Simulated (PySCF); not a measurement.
**Nuclear quadrupole coupling in `O=C1C=CC(=O)C1F`**

C5H3FO2.
Z-matrix (Å and degrees, PBE0-D3(BJ)/def2-SVP geometry), rows numbered from 1:
```
O 
C   1  1.2002
C   2  1.4881  1  127.27
C   3  1.3465  2  110.58  1  -167.63
C   4  1.4880  3  110.55  2     0.14
O   5  1.2001  4  127.21  3   167.31
C   5  1.5297  4  106.15  3   -12.21
F   7  1.3497  2  114.18  1    37.08
H   3  1.0919  2  122.20  1    10.87
H   4  1.0919  3  127.24  2   178.43
H   7  1.1083  2  107.68  1   -85.06
```

Field gradients from the PBE0/pcSseg-1 density (PySCF, non-relativistic), principal values in atomic units, ordered |Vxx| ≤ |Vyy| ≤ |Vzz|:

| atom | Vxx | Vyy | Vzz |
| --- | --- | --- | --- |
| O1 | 0.4682 | 1.5421 | -2.0104 |
| O6 | 0.4681 | 1.5424 | -2.0104 |

Task: Find the asymmetry η = (Vxx − Vyy)/Vzz and the couplings χ = eQV/h (234.96 MHz × Q in barn × V in au), with Q(17O) = −0.0256 b.

Result: 
| atom | environment | nucleus | η | χzz (MHz) | χxx (MHz) | χyy (MHz) |
| --- | --- | --- | --- | --- | --- | --- |
| O1 | ketone oxygen | 17O | 0.53 | 12.09 | -2.82 | -9.28 |
| O6 | ketone oxygen | 17O | 0.53 | 12.09 | -2.82 | -9.28 |

Task: What is Vzz at O6 in SI units (1 au = 9.71736 × 10²¹ V/m²)?

Result: -2.0104 au = -19.536 × 10²¹ V/m².

Task: And the gradient at the other heavy atoms, for which no coupling is worked out here?

Result: 
| atom | environment | Vzz (au) | η |
| --- | --- | --- | --- |
| C2 | ketone carbonyl carbon | 0.486 | 0.12 |
| C3 | alkene CH carbon | 0.424 | 0.32 |
| C4 | alkene CH carbon | 0.424 | 0.32 |
| C5 | ketone carbonyl carbon | 0.486 | 0.12 |
| C7 | sp3 C–F carbon | 0.463 | 0.01 |
| F8 | alkyl fluorine | 3.198 | 0.04 |

Were the hydrogens deuterons (Q(2H) = 0.00286 b), χzz would run from 177 kHz (H11) to 203 kHz (H9 and H10).

One conformer (not necessarily the lowest) at the PBE0-D3(BJ)/def2-SVP geometry, without solvent, vibrations or thermal averaging. These gradients aren't converged with respect to the basis.

These values come from a run that also computed NMR shieldings. Hardware: Arm Neoverse V1, one thread, no GPU, on a shared host. Cost: 14 s.
